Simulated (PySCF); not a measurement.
SMILES [OH][Ge]([OH])([OH])[OH], CAM-B3LYP/def2-SVP optimised geometry.

```
9

O     -1.11    -1.75     1.48
Ge    -0.61    -0.96     0.00
O     -1.11    -1.75    -1.48
O     -1.38     0.61     0.00
O      1.14    -0.96     0.00
H     -1.98    -1.48     1.78
H     -0.47    -2.41    -1.78
H     -1.51     0.96    -0.89
H      1.51    -0.92     0.89
```

Density from CAM-B3LYP/def2-TZVP run with PySCF 2.14.0 at that geometry.

Minimum of the electron density along straight lines between bonded atoms, close to the bond critical point (lines longer than 1.1 times the sum of covalent radii, or with two minima, are not listed):

```
bond    length / Å  ρ at the minimum / e bohr⁻³  ∇²ρ there / e bohr⁻⁵  position (fraction from the first atom)
------  ----------  ---------------------------  --------------------  ---------------------------------------
O1–Ge2       1.751                        0.154                  0.71                                     0.53
Ge2–O3       1.751                        0.154                  0.71                                     0.47
Ge2–O4       1.751                        0.154                  0.71                                     0.47
Ge2–O5       1.751                        0.154                  0.71                                     0.47
O1–H6        0.965                        0.351                 -2.37                                     0.81
O3–H7        0.965                        0.351                 -2.37                                     0.81
O4–H8        0.965                        0.351                 -2.37                                     0.81
O5–H9        0.965                        0.351                 -2.37                                     0.81
```
